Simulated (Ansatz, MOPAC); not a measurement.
Species: SbCl2, charge 0, multiplicity 2. SMILES: [Cl][Sb][Cl]

Atoms: Sb1, Cl2, Cl3. Bonds: Sb1-Cl2, Sb1-Cl3.

Bond lengths (Å) and angles (degrees) optimised at AM1 with MOPAC; PM3 with MOPAC; PM6 with MOPAC; MP2/6-31G* with LANL2DZ past Ar with Ansatz (a quantum-chemistry and plane-wave program), each started from the B3LYP-D3(BJ)/def2-TZVP structure (Ansatz) of the last column. A row stands for all coordinates that are equal there. 6-31G* holds six Cartesian d functions. No wavenumbers were computed at MP2/6-31G* with LANL2DZ past Ar, so these may be saddle points.

```json
[
 {"coordinate": "Sb1-Cl2", "AM1": "2.281", "PM3": "2.298", "PM6": "2.352", "MP2/6-31G* with LANL2DZ past Ar": "2.401", "B3LYP-D3(BJ)/def2-TZVP": "2.363"},
 {"coordinate": "Cl2-Sb1-Cl3", "AM1": "98.4", "PM3": "97.4", "PM6": "97.1", "MP2/6-31G* with LANL2DZ past Ar": "98.4", "B3LYP-D3(BJ)/def2-TZVP": "99.0"}
]
```

Mean signed difference of all 2 bond lengths from B3LYP-D3(BJ)/def2-TZVP: AM1 -0.082 Å, PM3 -0.065 Å, PM6 -0.011 Å, MP2/6-31G* with LANL2DZ past Ar 0.038 Å.
